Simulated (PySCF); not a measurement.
**Bond curve of GeP**

Set-up: Ge x2c-TZVPPall, P x2c-TZVPPall; spin-free X2C with a Gaussian nucleus (PySCF 2.14). Energies in eV from Ge + P in their ground configurations at the same level. State: ²Π (doublet), unpaired electrons π ↑.

```
R (Å)     PBE    TPSS
1.845  -2.143  -2.083
1.931  -2.925  -2.846
2.016  -3.378  -3.282
2.081  -3.557  -3.449
2.145  -3.633  -3.513
2.209  -3.627  -3.496
2.295  -3.526  -3.382
2.402  -3.297  -3.138
2.531  -2.933  -2.765
2.703  -2.406  -2.255
```

Q: Put a parabola through the three lowest points of the PBE curve and estimate Re, k and ωe (reduced mass 21.83 u; 1 eV/Å² = 0.16022 mdyn/Å; ωe = 1302.8·√(k/μ) cm⁻¹).

A: Through R = 2.081, 2.145, 2.209 Å the second-order coefficient is 10.0 eV/Å², so Re ≈ 2.172 Å, k ≈ 3.21 mdyn/Å and ωe ≈ 499 cm⁻¹. A polynomial fit of higher order to the unrounded PBE energies gives Re = 2.172 Å, k = 2.79 mdyn/Å, ωe = 466 cm⁻¹; anharmonicity and rounding make the difference.

The higher-order fit for each curve: PBE: Re = 2.172 Å, ωe = 466 cm⁻¹, De = 3.64 eV; TPSS: Re = 2.162 Å, ωe = 473 cm⁻¹, De = 3.52 eV.

⟨S²⟩ of the unrestricted solution departs from its pure value on part of the curve, where spin states mix. Spin–orbit coupling is left out. The state was picked by a PBE0 search and need not be the measured ground state.
